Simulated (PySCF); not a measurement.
# Quadrupolar nuclei of `N#Cc1ccc(/C=C/Cl)cc1` in NMR

Compound: C9H6ClN.
Structure used (GFN2-xTB), in Å, numbered top down from 1:
```xyz
17
C9H6ClN angstrom
N     -4.6227    0.0929    0.4734
C     -3.4870    0.0571    0.3192
C     -2.0879    0.0131    0.1289
C     -1.5593   -0.3655   -1.1060
C     -0.1930   -0.4036   -1.2808
C      0.6823   -0.0694   -0.2415
C      2.1114   -0.1292   -0.4958
C      3.0751    0.1624    0.3756
Cl     4.7367    0.0582   -0.0324
C      0.1366    0.3079    0.9901
C     -1.2277    0.3505    1.1763
H     -2.2255   -0.6240   -1.9158
H      0.2116   -0.6966   -2.2384
H      2.3917   -0.4401   -1.4935
H      2.9071    0.4826    1.3912
H      0.7852    0.5720    1.8099
H     -1.6416    0.6439    2.1298
```

Computed at PBE0/pcSseg-1 (PySCF, non-relativistic):

| atom | environment | nucleus | spin I | Q (b) | CQ = χzz (MHz) | η |
| --- | --- | --- | --- | --- | --- | --- |
| N1 | nitrile nitrogen | 14N | 1 | 0.02044 | -4.649 | 0.100 |
| Cl9 | vinyl chlorine | 35Cl | 3/2 | -0.0817 | -73.997 | 0.151 |

**Question.** Work back to Vxx, Vyy and Vzz; CQ/MHz = 234.96 (Q/b)(Vzz/au).

**Answer.** The tensor is traceless, so η fixes the two smaller values:

```
atom  Vxx (au)  Vyy (au)  Vzz (au)  Vzz (10²¹ V/m²)
  N1     0.435     0.533    -0.968            -9.41
 Cl9    -1.636    -2.219     3.855            37.46
```

**Question.** PQ = |CQ|√(1 + η²/3), νQ = 3|CQ|/[2I(2I − 1)], ν0 = |g|·7.62259 MHz/T·B with g(14N) = 0.40376, g(35Cl) = 0.54792: values at 7.05 T?

**Answer.** 
```
atom  PQ (MHz)  νQ (MHz)  ν0 (MHz)  νQ/ν0
  N1     4.657     6.974     21.70  0.321
 Cl9     74.28     37.00     29.44  1.257
```

For N1: PQ = 4.649 × 1.0017, νQ = 4.649 × 1.5000, ν0 = 3.0777 MHz/T × 7.05 T.

For N1 and Cl9 νQ isn't small against ν0, so the high-field expansions of solid-state NMR fail there at this field.

The structure is a single GFN2-xTB conformer in the gas phase; no vibrational or solvent corrections. GFN2-xTB bond lengths can be off by several hundredths of an ångström, more for odd bonds, and the gradients follow them. The basis is small and wasn't made for field gradients, so the couplings can be 20 % off.
